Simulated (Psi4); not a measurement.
CH3Cl3Sn, charge -1, doublet, at a GFN2-xTB geometry (such geometries of metal compounds can be far from the true shape) (a state made from the parent by changing its charge; the spin is typed, not shown lowest) (core potentials on Sn) (a gas-phase anion, which may not be bound at this level), with bond 7-1 at 1.3 times its length. Base run: B3LYP/def2-SVP in Psi4.

Geometry (Å):
```xyz
8

C     -2.8062    -0.4016     0.1208
Sn    -0.2446    -0.0350     0.0105
Cl     0.8998    -1.4403    -1.7530
Cl     0.4106     2.3499    -0.5160
Cl     0.9466    -0.5866     2.1719
H     -2.9485    -1.3843     0.5459
H     -3.3089     0.6213     0.9407
H     -3.1611    -0.3324    -0.8969
```
Charge -1, spin multiplicity 2.
Orbitals are unrestricted.
All else is at Psi4's defaults (density fitting).
Base energy -1634.60766 Eh.

Variants of this job, named by their change:

```
change                                        ΔE vs base (mEh)  SCF cycles  grid points  basis functions                outcome
--------------------------------------------  ----------------  ----------  -----------  ---------------  ---------------------
base                                                     0.000          11       171142              109              converged
e_convergence = 1e-10                                    0.000          15       171142              109              converged
dft_basis_tolerance = 1e-8                               0.000          11       168925              109              converged
guess = sap                                              0.000          18       171140              109              converged
cholesky_tolerance = 1e-6 (with scf_type cd)             0.062          11       171142              109              converged
df_basis_scf = def2-universal-jkfit                      0.000          11       171142              109              converged
dft_radial_points = 150                                  0.001          11       340123              109              converged
dft_radial_scheme = becke                                0.010          11       151381              109              converged
scf_initial_accelerator = ediis                          0.000          11       171142              109              converged
d_convergence = 1e-10                                    0.000          20       171142              109              converged
basis_guess = sto-3g                                         -           -            -              109  stopped with an error
dft_nuclear_scheme = stratmann                           0.001          11       158632              109              converged
d_convergence = 1e-8                                     0.000          15       171142              109              converged
```

Open shells are given as the SCF converged; they aren't shown to be the lowest states, and a large step between rows can be another state.

A gas-phase anion may not be bound at this level; its values then depend on the basis.

- basis_guess = sto-3g: ended with `psi4.driver.p4util.exceptions.ValidationError: Projecting from basis (STO-3G) with (0) ECP electrons to basis (DEF2-SVP) with (28) ECP electrons will be a disaster. Select a compatible cast-up basis with 'set guess_basis YOUR_BASIS_HERE'.`
